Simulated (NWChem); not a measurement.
Molecule: SiNH₄F; SMILES N[SiH2]F

All runs: NWChem. Pople sets run with spherical d functions. Each level has its own optimisation; frequencies are unscaled. One conformer.

| level | r N–Si (Å) | r F–Si (Å) | r H–Si (Å) | r H–N (Å) | highest harmonic frequency (cm⁻¹) | lowest (cm⁻¹) | zero-point energy (kcal/mol) | dipole (D) |
|---|---|---|---|---|---|---|---|---|
| Hartree-Fock/3-21G | 1.718 | 1.633 | 1.474 | 1.000 | 3847 | 237 | 31.2 | 2.40 |
| Hartree-Fock/STO-3G | 1.726 | 1.616 | 1.423 | 1.020 | 4170 | 234 | 34.6 | 0.29 |
| B3LYP/6-31G* | 1.716 | 1.621 | 1.481 | 1.013 | 3656 | 281 | 29.2 | 1.85 |
| PBE-D3(BJ)/def2-SVP | 1.722 | 1.647 | 1.497 | 1.022 | 3596 | 279 | 28.1 | 1.99 |
